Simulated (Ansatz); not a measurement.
The cluster Sr₅S₅. Charge 0, multiplicity 3. Geometry r2SCAN-D4/def2-SVP, that of the neutral singlet; atoms count from 1.

```xyz
10

Sr   -1.101   -1.819   -1.967
Sr   -1.058   -0.076    1.376
Sr    2.018   -2.034    0.419
Sr    2.085    1.889    0.687
Sr   -1.034    2.105   -1.699
S    -0.466    2.856    0.867
S     1.149    0.082   -1.494
S     1.785   -0.196    2.429
S    -0.564   -2.929    0.472
S    -2.815    0.122   -1.089
```

In the def2 sets Sr takes a core potential; there is no spin–orbit coupling. At PBE0-D4/def2-TZVP a singlet of charge 0 lies 3.03 eV below the triplet at the same geometry. The structure comes from a short search, and lower isomers may exist.

Q: Estimate the Mulliken populations from the PBE0/def2-TZVP orbitals of Ansatz.

A: 
| atom | charge (e) | spin (α − β) |
| --- | --- | --- |
| Sr1 | 0.89 | 0.21 |
| Sr2 | 0.92 | 0.04 |
| Sr3 | 0.89 | 0.21 |
| Sr4 | 0.89 | 0.21 |
| Sr5 | 0.89 | 0.21 |
| S6 | -0.91 | 0.17 |
| S7 | -0.84 | 0.41 |
| S8 | -0.91 | 0.17 |
| S9 | -0.91 | 0.17 |
| S10 | -0.91 | 0.17 |
Mulliken values depend strongly on the basis.

Q: Where does the spin sit?

A: Summed by element: Sr 0.89, S 1.11, of 2 unpaired in all. Largest on single atoms: S7 0.41, Sr4 0.21, Sr1 0.21.

Q: And the Mayer bond orders between heavy atoms (over 0.3)?

A: Sr1–S7 0.32 (2.98 Å); Sr1–S9 0.60 (2.73 Å); Sr1–S10 0.60 (2.73 Å); Sr2–S6 0.40 (3.03 Å); Sr2–S8 0.40 (3.03 Å); Sr2–S9 0.40 (3.03 Å); Sr2–S10 0.40 (3.03 Å); Sr3–S7 0.32 (2.98 Å); Sr3–S8 0.60 (2.73 Å); Sr3–S9 0.60 (2.73 Å); Sr4–S6 0.60 (2.73 Å); Sr4–S7 0.32 (2.98 Å); Sr4–S8 0.60 (2.73 Å); Sr5–S6 0.60 (2.73 Å); Sr5–S7 0.32 (2.98 Å); Sr5–S10 0.60 (2.73 Å).
